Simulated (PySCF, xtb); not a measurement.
C2H7BO3, SMILES COB(O)OC. Other conformers were not sampled.

Harmonic wavenumbers (cm⁻¹) from GFN2-xTB (xtb) at its own minimum, in rising order: 13, 21, 143, 164, 185, 243, 424, 507, 515, 585, 756, 928, 1062, 1107, 1131, 1132, 1149, 1152, 1263, 1293, 1400, 1409, 1463, 1464, 1477, 1478, 2948, 2950, 2979, 2982, 2983, 2984, 3655.

Task: What does PBE-D3(BJ)/def2-SVP run with PySCF give at its own minimum? (An estimate is asked for; the answer gives what the named calculation found.)

Result: 16, 22, 116, 165, 186, 258, 441, 507, 525, 644, 771, 951, 1089, 1119, 1138, 1144, 1160, 1187, 1362, 1385, 1416, 1417, 1424, 1428, 1458, 1496, 2944, 2948, 3022, 3028, 3054, 3056, 3753. Paired by order, the mean absolute difference is 28 cm⁻¹ and the zero-point energies are 62.8 and 63.8 kcal/mol.
